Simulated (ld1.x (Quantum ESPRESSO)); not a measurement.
# N, ultrasoft: configuration errors across variants

```json
{
  "Element": "nitrogen",
  "Generator": "ld1.x (Quantum ESPRESSO) 7.5",
  "Type": "ultrasoft",
  "Functional": "PBEsol",
  "Relativity": "scalar-relativistic",
  "Frozen core": "[He]",
  "Valence charge": "5",
  "Reference configuration": "2s2 2p2 (charge +1)",
  "Partial waves": "2s (bound): rcut 0.75, rcutus 0.90 bohr; 2s channel at 2.45 Ry: rcut 0.75, rcutus 0.90 bohr; 2p (bound): rcut 1.45, rcutus 1.55 bohr; 2p channel at 0.45 Ry: rcut 1.45, rcutus 1.55 bohr",
  "Local potential": "all-electron potential smoothed inside 1.00 bohr (lloc = -1)",
  "Core correction": "none",
  "Augmentation charge": "PSQ, radius 0.60 bohr"
}
```

All-electron excitation energies from the reference (eV): (1) 2s2 2p3 -13.521; (2) 2s2 2p1 28.737; (3) 2s2 2p0 75.622; (4) 2s1 2p0 153.139; (5) 2s2 2p3.3 -15.125; (6) 2s2 2p2.5 -8.458; (7) 2s0 2p5 9.375.

Errors AE − PS in meV (a dash: test not solved or not reliable):

| change | (1) | (2) | (3) | (4) | (5) | (6) | (7) | bound ghosts |
| --- | --- | --- | --- | --- | --- | --- | --- | --- |
| base | +7.7 | +33 | +325 | +435 | +10 | +3.0 | +196 | none |
| core correction a·sin(br)/r model core inside 0.38 bohr | +0.8 | -1.7 | -5.1 | +1.9 | +1.1 | +0.3 | +59 | none |
| core correction a·sin(br)/r model core inside 0.50 bohr | +1.3 | +1.1 | +24 | +60 | +1.9 | +0.5 | +85 | none |
| core correction a·sin(br)/r model core inside 0.60 bohr | +2.9 | +7.7 | +78 | +63 | +3.9 | +1.1 | +124 | none |
| core correction a·sin(br)/r model core inside 0.74 bohr | +5.7 | +21 | +204 | +237 | +7.5 | +2.2 | +161 | none |
| core correction a·sin(br)/r model core inside 0.84 bohr | +6.8 | +28 | +273 | +340 | +9.0 | +2.6 | +180 | none |
| core correction a·sin(br)/r model core inside 0.92 bohr | +7.4 | +31 | +303 | +392 | +9.7 | +2.8 | +189 | none |

(1) Give the same row for: core correction a·sin(br)/r model core inside 1.04 bohr.

## Answers

(1) +7.6, +32, +318, +419, +10.0, +2.9, +194; bound ghosts: none.
